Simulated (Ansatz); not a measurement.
Reaction (substitution at a C–C bond): `CC[CH2][AlH][F]` + H–F → `F[CH2][AlH][F]` + `CC`

Gas-phase electronic energies from Ansatz, PBE0-D4/def2-TZVP geometries. CBS: MP2 limit from def2 TZ/QZ plus the TZ coupled-cluster correction, frozen cores. This one scheme is used for every species. One conformer a species, not always the lowest.

| level | ΔE (eV) |
| --- | --- |
| HF/def2-TZVPP | 0.48 |
| SCS-MP2/def2-TZVPP | 0.75 |

(1) What does CCSD(T)/CBS give? (Best estimate.)

Largest T1 diagnostic among the species: 0.012.

Results:

(1) The calculation gave: +0.79 eV. The listed levels differ from it by -0.31, -0.04 eV.

From PBE to PBE0 (25 % exact exchange), in def2-TZVPP and without D4, ΔE moves by +0.07 eV. In def2-TZVPP, CCSD(T) changes the Hartree–Fock value by +0.27 eV (the triples alone add +0.03 eV) and MP2 by +0.39 eV.
